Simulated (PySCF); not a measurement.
Ionisation energy of Mg+ by level of theory

Mg+ [Ne] 3s1 [3s1/2^1, M_J = 1/2] → Mg(2+) [Ne], as a difference of total energies. Computed with PySCF 2.14 in an even-tempered Gaussian basis (18 s from 0.026 bohr⁻², ratio 2.8; 12 p from 0.034 bohr⁻², ratio 2.8; 5 d from 0.2 bohr⁻², ratio 3), with the two-component X2C-1e Hamiltonian. Correlated levels: 1s2 frozen; the 42 highest virtual spinors dropped. "Screened" scales the spin-orbit matrix elements by Boettger's factors to mimic the two-electron term; Breit and QED terms are absent.

| method | ionisation energy (eV) |
| --- | --- |
| GHF (screened spin-orbit) | 14.742 |
| GMP2 (screened spin-orbit) | 14.977 |

Q: How much does correlation contribute at GMP2 (screened spin-orbit)?

A: 14.977 − (14.742) = 0.235 eV, measured against GHF (screened spin-orbit).

For comparison: 15.035 eV (measured; NIST Atomic Spectra Database, ionization energies).
